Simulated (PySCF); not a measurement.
```xyz
7
charge 0 multiplicity 1, angstrom
As    0.0279    0.3657   -0.0754
O     0.1706   -0.2499    1.5819
O     1.2275   -0.6533   -0.8957
O    -1.4460   -0.6345   -0.3332
H    -0.5152   -0.9218    1.7126
H     1.2103   -1.5592   -0.5545
H    -1.8686   -0.4480   -1.1802
```

Level of theory: PBE0 in PySCF with As def2-SVP, O def2-SVP, H def2-SVP; no relativity; density-fitted integrals.

This geometry of As(OH)₃ is a stationary point at this level.

Task: What is the point group?

Result: C1.

Task: Is it a minimum?

Result: Yes: all harmonic wavenumbers are real.

Task: List the harmonic modes with their infrared intensities.

Result: 
| symmetry | ω (cm⁻¹) | IR (km/mol) |
| --- | --- | --- |
| a | 116 | 93.1 |
| a | 204 | 80.2 |
| a | 276 | 12.8 |
| a | 310 | 68.6 |
| a | 352 | 37.2 |
| a | 382 | 110 |
| a | 667 | 115 |
| a | 697 | 163 |
| a | 718 | 58.1 |
| a | 925 | 49.0 |
| a | 935 | 131 |
| a | 984 | 66.7 |
| a | 3824 | 75.8 |
| a | 3835 | 73.0 |
| a | 3886 | 92.5 |

Task: Give the ideal-gas entropy at 298.15 K and 1 bar by parts.

Result: translation 169.2, rotation 105.9, vibration 48.8, spin 0.0; total 323.8 J/(mol K).

Task: What is the atomisation energy, with and without zero-point energy?

Result: 2324 kJ/mol without, 2216 kJ/mol with.

Other isomers or separated fragments may lie lower.
